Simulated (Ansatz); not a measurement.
input.yaml

```yaml
crystal:
  periodic: [false, false, false]
  atoms:
    - { symbol: Ge, position_ang: [0.0, 0.0, 0.0] }
    - { symbol: H, position_ang: [0.0, 0.0, 1.9] }
    - { symbol: H, position_ang: [1.4616, 0.0, -0.5162] }
    - { symbol: H, position_ang: [-0.73, 1.2648, -0.5162] }
    - { symbol: F, position_ang: [-0.7913, -1.3709, -0.5594] }
    - { symbol: F, position_ang: [-1.879, 0.0, 0.6243] }
    - { symbol: H, position_ang: [-1.0089, 0.0, 1.7574] }
basis:
  gaussian: { orbitals: def2-SVP }
hamiltonian:
  xc: b3lyp
relax:
  f_tol: 0.15
  max_steps: 25
  restrain:
    - { distance: [0, 5], at: 2.88, k: 30.0 }
    - { distance: [6, 1], at: 1.86, k: 30.0 }
    - { distance: [0, 1], at: 1.55, k: 30.0 }
    - { distance: [6, 5], at: 0.92, k: 30.0 }
```

Run as:

```bash
$ ansatz run input.yaml --threads 1 --pin off --max-ram 2048MiB --backend cpu --events-out ev --progress --plain --runs-dir out
```

Hardware: 1 thread of Arm Neoverse V2, with other jobs on the host.

Task: Roughly how long does this run take, and how much memory?

Result: 21 s, with a peak of 0.16 GiB, for 9 ionic steps.
